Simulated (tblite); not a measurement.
A structure optimised at GFN2-xTB (Å):
```
atom  x, y, z in Å
C1     4.7018    0.0328    0.3825
C2     3.5147    0.1348    0.5652
C3     2.1769    0.2464    0.7731
C4     0.9797    0.3429    0.9448
Si5   -0.8315    0.4847    1.2914
N6    -1.5199    0.2258   -0.3296
C7    -0.8349   -0.0289   -1.5671
C8    -2.8392    0.2918   -0.2226
O9    -3.3490    0.5017    0.8630
H10    5.7346   -0.0546    0.2232
H11   -1.2240   -0.6163    2.1608
H12   -1.1277    1.8465    1.7157
H13   -0.0202    0.6838   -1.6924
H14   -1.5281    0.0680   -2.4036
H15   -0.4134   -1.0365   -1.5726
H16   -3.4276    0.1535   -1.1435
```

Charge 0, singlet.

Problem. Which heavy atoms are bonded, and with what formal order?

Solution. C1–C2 1.21 Å (triple); C2–C3 1.36 Å (single); C3–C4 1.21 Å (triple); C4–Si5 1.85 Å (single); Si5–N6 1.78 Å (single); N6–C7 1.44 Å (single); N6–C8 1.33 Å (single); C8–O9 1.22 Å (double). Bonds to hydrogen (Å): C1–H10 1.05; Si5–H11 1.46; Si5–H12 1.46; C7–H13 1.09; C7–H14 1.09; C7–H15 1.09; C8–H16 1.10. Si5 and O9 aren't drawn bonded (3 bonds apart) but lie 2.55 Å from each other; Cordero's covalent radii sum to 1.77 Å.

Problem. Which species is it?

Solution. `C#CC#C[SiH2]N(C)C=O`, C6H7NOSi. Among its features: amide, alkyne, Si–H bond and C–Si bond.

Problem. Classify the heavy atoms.

Solution. C1: terminal alkyne carbon; C2: alkyne carbon; C3: alkyne carbon; C4: alkyne carbon; Si5: SiH2 silicon; N6: amide nitrogen; C7: N-methyl carbon; C8: amide carbonyl carbon; O9: amide oxygen.

Problem. What is the arrangement about C1?

Solution. It has 2 neighbours (C2, H10) and is linear (angle 179.9°).

Problem. What is the arrangement about C4?

Solution. It has 2 neighbours (C3, Si5) and is almost linear (angle 177.3°).

These are computed values.
